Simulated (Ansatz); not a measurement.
Breaking a bond: GaC (cation, charge +1), lowest singlet found (which spin is the ground state isn't settled by this scan).

Levels of theory: RCCSD = CCSD on RHF/aug-cc-pVDZ, cores with 3d frozen (Ansatz, an electronic-structure program); UCCSD(T) = CCSD(T) on UHF/aug-cc-pVDZ, cores with 3d frozen run with Ansatz; UCCSDT(Q) = CCSDT(Q) on UHF/aug-cc-pVDZ, cores with 3d frozen in Ansatz; RKS-CAM-B3LYP = restricted CAM-B3LYP/aug-cc-pVDZ (Ansatz).

Energies are in eV, each relative to the lowest point of its own curve between 2.66 and 3.50 Å, where full CI is lowest.

```tsv
R / Å	RCCSD	UCCSD(T)	UCCSDT(Q)	RKS-CAM-B3LYP
2.66	0.029	0.020	0.011	0.001
2.89	0.000	0.000	0.000	0.000
3.14	0.046	0.009	0.023	0.075
3.50	0.155	0.059	0.078	0.224
3.90	0.269	0.111	0.134	0.377
4.38	0.370	0.157	0.181	0.517
4.91	0.441	0.188	0.213	0.617
5.76	0.500	0.214	0.239	0.700
6.68	0.530	0.227	0.253	0.739
```

At the longest distance, 6.68 Å, RKS-CAM-B3LYP lies highest above its minimum (0.739 eV) and UCCSD(T) lowest (0.227 eV).

The scan ran from 1.43 to 6.68 Å; beyond the distances shown full CI changes its symmetry label. The unrestricted determinant behind UCCSD(T), UCCSDT(Q) is spin-contaminated at 2.66 to 6.68 Å (<S²> up to 1.0, against 0.00 for a pure singlet). The restricted form behind RKS-CAM-B3LYP keeps the bonding electrons paired and can't separate into open-shell fragments.
